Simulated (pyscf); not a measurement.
Single points on ωB97X-D3(BJ)/def2-SVP structures (PySCF, gas phase).

Question: For the elementary gas-phase step `[SiH3][Cl]` + `[SiH3][S][Ge][Cl]` [singlet] → `[SiH3][S][SiH3]` + `[Cl][Ge][Cl]` [singlet] (singlet surface; Cl–Si, Ge–S broken, S–Si, Cl–Ge formed), what barrier and reaction energy does ωB97M-D3(BJ)/def2-TZVP give, measured from the separated reactants?

Answer: ΔE‡ = 49.4 kJ/mol, ΔE = +10.9 kJ/mol. Zero-point energy shifts the barrier by +3.5 kJ/mol. It is a four-centre exchange, with an imaginary mode of 275i cm⁻¹. On the reactant side the descent ends in a complex, 32.2 kJ/mol under the separated species and 59.6 kJ/mol under the saddle at ωB97X-D3(BJ)/def2-TZVP. On the product side the descent ends in an adduct with a Ge–S contact, 70.6 kJ/mol under the separated species and 84.9 kJ/mol under the saddle at ωB97X-D3(BJ)/def2-TZVP. What is counted as broken (Ge–S) persists as a longer contact in the product adduct; parting that adduct is a step of its own. At ωB97X-D3(BJ)/def2-TZVP the barrier from the zero used here is 27.4 kJ/mol. This is the saddle that the search found; another between the same sides may lie lower. Elements up to Kr have no core potential and no relativistic terms here.
